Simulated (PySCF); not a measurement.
**Electron correlation in Be (beryllium, neutral)**

[He] 2s2, closed-shell 1S. All numbers are calculated (PySCF 2.14, the non-relativistic Hamiltonian (point nucleus), in def2-TZVPPD). Frozen: 1s2; 2 electrons correlated.

With two correlated electrons CCSD is exact within the correlated space (frozen core and kept virtual orbitals).

| level | correlation energy (mhartree) |
| --- | --- |
| CCSD | -45.20 |

Diagnostics: T1 = 0.021, D1 = 0.0293, largest double amplitude 0.084.

Cost of the coupled-cluster step: about 0.12 core-seconds, for 2 correlated electrons.
